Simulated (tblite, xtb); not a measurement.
yttrium atom (Y), doublet (GFN-xTB shapes and energies of metal compounds can be far from the true ones). Base run: GFN1-xTB (xtb).

Here is a job for xtb.
```
$ xtb mol.xyz --gfn 1 --uhf 1 --json

# file mol.xyz
1

Y      0.00000000     0.00000000     0.00000000
```

Programs used: tblite, xtb; a row that names a program was run with it.

Each row names what was changed in the base input (with any setting that the change needs).

```json
[
 {"change": "base", "ΔE vs base (kcal/mol)": "0.000", "SCF cycles": "3"},
 {"change": "program = tblite; method = gfn1; option = (--guess, eeq)", "ΔE vs base (kcal/mol)": "0.000", "SCF cycles": "-"},
 {"change": "etemp = 1000", "ΔE vs base (kcal/mol)": "-3.48", "SCF cycles": "3"},
 {"change": "program = tblite; method = gfn1; option = (--etemp, 2000)", "ΔE vs base (kcal/mol)": "-8.46", "SCF cycles": "-"},
 {"change": "acc = 1000", "ΔE vs base (kcal/mol)": "0.000", "SCF cycles": "3"},
 {"change": "alpb = dmso", "ΔE vs base (kcal/mol)": "-43.71", "SCF cycles": "3"},
 {"change": "program = tblite; method = gfn1; option = --spin-polarized", "ΔE vs base (kcal/mol)": "-2.82", "SCF cycles": "-"}
]
```

ALPB and GBSA are two models with their own fitted parameters for each solvent, which aren't always the measured dielectric constant.
